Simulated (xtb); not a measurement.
C4H12GeO4, charge -1, doublet, geometry from GFN2-xTB (a state made from the parent by changing its charge; the spin is typed, not shown lowest). Base run: GFN2-xTB (xtb 6.7.1).

Geometry (Å):
```xyz
21

C     -2.0649    -2.0408    -1.1059
O     -1.0821    -1.2318    -1.6179
Ge     0.3083    -0.2686    -0.3035
O     -0.3207     1.5664    -0.4707
C     -1.6447     1.8068    -0.8017
O     -0.5751    -0.7858     1.3527
C     -0.1363    -0.2548     2.5552
O      2.2432     0.2200     0.4747
C      2.6529     1.5284     0.5270
H     -3.0633    -1.6371    -1.3514
H     -2.0028    -2.1228    -0.0166
H     -1.9931    -3.0578    -1.5302
H     -2.2728     1.8949     0.0967
H     -2.0597     1.0112    -1.4261
H     -1.7046     2.7543    -1.3598
H      0.9332    -0.0296     2.5352
H     -0.6732     0.6722     2.8037
H     -0.3227    -0.9877     3.3557
H      3.5894     1.6668    -0.0414
H      1.9026     2.2101     0.1152
H      2.8388     1.8327     1.5724
```
Charge -1, spin multiplicity 2.
All else is at xtb's defaults.
Base energy -33.12000 Eh.

The base run was repeated with changes; each row names its change, and settings that it needs were set with it.

```json
[
 {"change": "base", "ΔE vs base (kJ/mol)": "0.00", "G_solv (kcal/mol)": "-", "SCF cycles": "12"},
 {"change": "etemp = 3000", "ΔE vs base (kJ/mol)": "-4.32", "G_solv (kcal/mol)": "-", "SCF cycles": "12"},
 {"change": "acc = 0.1", "ΔE vs base (kJ/mol)": "0.00", "G_solv (kcal/mol)": "-", "SCF cycles": "14"},
 {"change": "alpb = cs2", "ΔE vs base (kJ/mol)": "-165.5", "G_solv (kcal/mol)": "-40.00", "SCF cycles": "11"},
 {"change": "alpb = toluene", "ΔE vs base (kJ/mol)": "-213.4", "G_solv (kcal/mol)": "-51.77", "SCF cycles": "11"}
]
```

ALPB and GBSA are two models with their own fitted parameters for each solvent, which aren't always the measured dielectric constant.
